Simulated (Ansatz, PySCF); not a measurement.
Te(GeH3)(OSiH3) (GeH6OSiTe), SMILES [Te](O[SiH3])[GeH3]. Atoms are numbered in the order given.

```xyz
10

Te    -0.2988    -0.5418     0.7758
Ge    -1.3051     1.4478    -0.5449
H     -2.6620     1.7711     0.1136
H     -0.3573     2.6575    -0.4561
H     -1.4977     1.0288    -2.0134
O      1.3159    -0.6452    -0.4519
Si     1.3580    -1.6683    -1.7767
H      1.2150    -3.0993    -1.3734
H      2.6828    -1.4610    -2.4239
H      0.2693    -1.3445    -2.7478
```

The structure is a stationary point at B3LYP-D3(BJ)/def2-SVP. The def2 effective core potentials stand for the cores of Te; spin–orbit coupling is left out. One conformer was computed; it need not be the lowest.

Two levels are set side by side: PBE-D3(BJ)/def2-SVP (Ansatz, a quantum-chemistry and plane-wave program) and B3LYP-D3(BJ)/def2-SVP (Ansatz). Each level has its own optimised geometry; the coordinates shown are those of the second. Frequencies come from the Hessian of PySCF at each geometry. Differences are taken from unrounded values.

```tsv
quantity	B3LYP-D3(BJ)
mean bond length (Å)	1.711
bond Te1–Ge2 (Å)	2.591
bond Te1–O6 (Å)	2.031
bond O6–Si7 (Å)	1.674
bond Ge2–H3 (Å)	1.543
bond Ge2–H4 (Å)	1.539
bond Ge2–H5 (Å)	1.539
bond Si7–H8 (Å)	1.494
bond Si7–H9 (Å)	1.489
bond Si7–H10 (Å)	1.494
highest harmonic wavenumber (cm⁻¹)	2238
mean harmonic wavenumber (cm⁻¹)	959
zero-point energy (kcal/mol)	32.89
```

What does PBE-D3(BJ) give, and how far is it from B3LYP-D3(BJ)? (An estimate is asked for; the answer gives what the named calculation found.)


```csv
quantity,PBE-D3(BJ),PBE-D3(BJ) minus B3LYP-D3(BJ)
mean bond length (Å),1.722,0.012
bond Te1–Ge2 (Å),2.589,-0.003
bond Te1–O6 (Å),2.050,0.019
bond O6–Si7 (Å),1.693,0.019
bond Ge2–H3 (Å),1.552,0.010
bond Ge2–H4 (Å),1.549,0.010
bond Ge2–H5 (Å),1.549,0.010
bond Si7–H8 (Å),1.507,0.013
bond Si7–H9 (Å),1.503,0.014
bond Si7–H10 (Å),1.508,0.014
highest harmonic wavenumber (cm⁻¹),2178,-60
mean harmonic wavenumber (cm⁻¹),928,-31
zero-point energy (kcal/mol),31.83,-1.06
```

Exact exchange shortens and stiffens bonds; PBE has none. Differences between two approximate levels are no errors against the true value.
